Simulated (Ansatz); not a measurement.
Species: sum formula BHBr, charge 0, multiplicity 2. It need not be the lowest isomer of its formula. SMILES: [BH]Br
Geometry from a B3LYP-D3(BJ)/def2-TZVP (Ansatz, an electronic-structure program) optimisation:
```xyz
3

B     -1.5767     0.0856    -0.1614
Br     0.2914     0.0081     0.0139
H     -2.3159    -0.7100     0.3208
```
Charge 0, spin multiplicity 2.

Property: atomisation energy (electronic, to ground-state atoms), in kcal/mol. Correlated levels leave the core frozen unless marked. Open shells are spin-unrestricted. No spin-orbit coupling. The frozen core is the preceding noble-gas configuration, with the filled d and f shells of earlier blocks. Non-relativistic. The coupled-cluster limit lacks core correlation, which all-electron functionals hold. Basis-set limits of correlation are two-point, X^-3; Hartree-Fock from the larger set (for Q and 5 zeta extrapolated as (X+1)exp(-9√X)).

| level | program | atomisation energy (kcal/mol) |
|---|---|---|
| PBE-D4/def2-TZVPD | Ansatz + dftd4 | 182.4 |
| revPBE-D4/def2-TZVPD | Ansatz + dftd4 | 177.6 |
| B2PLYP-D3(BJ)/def2-TZVPD | Ansatz + dftd3 | 174.3 |
| MP2/aug-cc-pVDZ | Ansatz | 166.4 |

Q: Estimate the value at CCSD(T)/CBS(cc-pVQZ,cc-pV5Z) as computed with Ansatz.

A: 172.5 kcal/mol, so MP2/aug-cc-pVDZ differs from it by -6.1 kcal/mol.
